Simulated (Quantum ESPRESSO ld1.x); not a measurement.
Values are calculated unless marked as measured or tabulated.
Problem. Species: Er67+. Configuration: 1s1. Level of theory: scalar-relativistic Kohn-Sham, revPBE, spin-unpolarised, spherical densities, point nucleus; without spin polarisation the odd electron is poorly described (ld1.x of Quantum ESPRESSO 7.5). Some entries of the table are withheld. Estimate them.

orbital,occ.,eigenvalue (hartree),<r^2> (bohr^2),<1/r> (bohr^-1)
1s,1,(1),(2),(3)
2s,0,-618.142,0.007714,(4)
2p,0,(5),(6),17.96

Solution. 
(1) 1s eigenvalue (hartree): -2452.77
(2) 1s <r^2> (bohr^2): 0.0005546
(3) 1s <1/r> (bohr^-1): 78.26
(4) 2s <1/r> (bohr^-1): 19.45
(5) 2p eigenvalue (hartree): -586.689
(6) 2p <r^2> (bohr^2): 0.006010
